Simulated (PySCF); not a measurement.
ReF6, SMILES [F][Re+]([F])([F])([F])([F])[F], charge +1, multiplicity 1. Heavy atoms are numbered as in [Re+:1]([F:2])([F:3])([F:4])([F:5])([F:6])[F:7].

Geometry optimised at B3LYP-D3(BJ)/def2-SVP. The multiplicity is an assumed one; no other spin state was optimised. The isomer is the one that the SMILES or the coordinates give; other isomers of the formula were not compared. The def2 effective core potentials stand for the cores of Re; spin–orbit coupling is left out.

All values below come from PBE/def2-TZVP (PySCF).

ESP charges are fitted to the potential on shells at 1.4 to 2.0 van der Waals radii. Atomic charges (e), one atom of each kind:

```csv
atom,Löwdin,Mulliken,ESP fit
Re1,0.99,1.54,1.10
F2,0.00,-0.09,-0.02
```
